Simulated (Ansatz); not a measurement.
Task: Name a neutral molecule of C, Ga, N and H with HOMO energy (PBE/def2-TZVPP) between -4.95 and -4.65 eV and size of the dipole moment (ωB97M-V/def2-TZVPP) between 0.75 and 1.05 D (Ansatz, PBE0-D4/def2-TZVP geometry).

Result: `C=[C](N)[GaH][CH3]` (-4.87 eV, 0.91 D). Other molecules can fit too; these were computed, each in one conformer that needn't be the lowest.
